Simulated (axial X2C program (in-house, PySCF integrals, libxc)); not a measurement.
Worked dissociation energy of VH⁺: PBE0, scalar-relativistic

Computed with an in-house all-electron X2C program for linear molecules (integrals from PySCF). Spin-free means the one-electron spin-free X2C Hamiltonian. Basis: V dyall-cv3z [10s10p6d4f2g], H dyall-v3z [6s2p1d] (cores contracted in-house); Gaussian nuclei, density fitting, unrestricted open shells. Masses: V 50.944 u, H 1.008 u.

Molecular state: M_S = 3/2, Λ = 2 (beyond evenly filled blocks: π+α, π-α, δ+α).

| Quantity | Value |
| --- | --- |
| E(V+) (2M_S = 4, M_L = 0) | -948.759117 hartree |
| E(H) (2M_S = 1, M_L = 0) | -0.501324 hartree |
| E(VH⁺) at Re | -949.333977 hartree |
| ωe | 1828.2 cm⁻¹ |
| ωexe | 27 cm⁻¹ |

Problem. Work out De and D0.

Solution. De = -948.759117 + (-0.501324) − (-949.333977) = 0.07354 hartree = 2.001 eV. The zero-point energy is ωe/2 − ωexe/4 = 907 cm⁻¹ = 0.113 eV, so D0 = 1.889 eV.

Occupations by symmetry block were frozen at the best pattern of an incomplete PBE0 search. De is counted from the lowest determinant-based energies of the atoms at the same level, without counterpoise correction. PBE0 can misorder states that lie within some tenths of an eV, so this need not be the ground state of the molecule. The nearest other spin-free determinant of the search, M_S = 3/2, Λ = 1, lies 0.29 eV up at the distance of the search. Without a current term, density functionals place determinants with orbital angular momentum somewhat too high.

Each atomic determinant is the lowest at this level and need not be a pure term. Totals compare only within one Hamiltonian and basis.
